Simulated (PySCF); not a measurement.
C₂H₈ClNSi, SMILES CN(C)[SiH2]Cl.

Geometry: ωB97X-D3(BJ)/def2-SVP. One conformer was computed; it need not be the lowest.

Two levels are set side by side: TDA-PBE/def2-SVPD (PySCF) and TDA-PBE0/def2-SVPD (PySCF). Vertical, same geometry. The lowest singlet is HOMO→LUMO 87 % with PBE and HOMO→LUMO 95 % with the other functional; states are paired by order. Differences are taken from unrounded values.

```
quantity                               TDA-PBE0  TDA-PBE  TDA-PBE minus TDA-PBE0
-------------------------------------  --------  -------  ----------------------
lowest singlet excitation (eV)             6.03     5.26                   -0.77
lowest triplet excitation (TDA) (eV)       5.74     5.07                   -0.67
first bright state (f over 0.05) (eV)      6.44     5.66                   -0.78
its oscillator strength                    0.11     0.10                   -0.01
```

A lower first singlet is the usual sign of a functional without exact exchange. Differences between two approximate levels are no errors against the true value.

Rough cost on one machine, each run with all the roots and properties that it gave: TDA-PBE0 against TDA-PBE about 2 times.
